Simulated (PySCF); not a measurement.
Si(F)2(Me)(NH2) (CH₅F₂NSi), SMILES C[Si](N)(F)F. Atoms are numbered in the order given.

```xyz
10

C      1.5070     0.6069    -0.8144
Si    -0.0228    -0.0085     0.0116
N     -1.2199     1.1908     0.1382
F      0.2745    -0.5452     1.5087
F     -0.5243    -1.3397    -0.7713
H      1.2889     0.9602    -1.8342
H      1.9528     1.4378    -0.2486
H      2.2503    -0.2004    -0.8936
H     -1.3815     1.8536    -0.6097
H     -2.0475     1.0541     0.7068
```
Charge 0, spin multiplicity 1.

The structure is a stationary point at PBE0-D3(BJ)/def2-SVP. The structure was generated by enumeration, and PubChem lists no compound with its InChIKey, so it may never have been made. Other conformers were not sampled.

Two levels are set side by side: PBE/pcSseg-1 (PySCF) and PBE0/pcSseg-1 (PySCF). GIAO shifts against CFCl3 (¹⁹F), NH3 (¹⁵N), TMS (²⁹Si), TMS (¹H), TMS (¹³C) at the same level; non-relativistic, no solvent, atoms listed together averaged. Differences are taken from unrounded values.

| quantity | PBE0 |
|---|---|
| δ(¹³C) of C1 (ppm) | -4.4 |
| δ(²⁹Si) of Si2 (ppm) | -20.3 |
| δ(¹⁵N) of N3 (ppm) | 30.3 |

Problem. What does PBE give, and how far is it from PBE0? (An estimate is asked for; the answer gives what the named calculation found.)

Solution. 
```json
[
 {"quantity": "δ(¹³C) of C1 (ppm)", "PBE": "-4.9", "PBE minus PBE0": "-0.4"},
 {"quantity": "δ(²⁹Si) of Si2 (ppm)", "PBE": "-19.7", "PBE minus PBE0": "0.6"},
 {"quantity": "δ(¹⁵N) of N3 (ppm)", "PBE": "34.3", "PBE minus PBE0": "4.0"}
]
```

Rough cost on one machine, each run with all the roots and properties that it gave: PBE0 against PBE within a factor of 2.
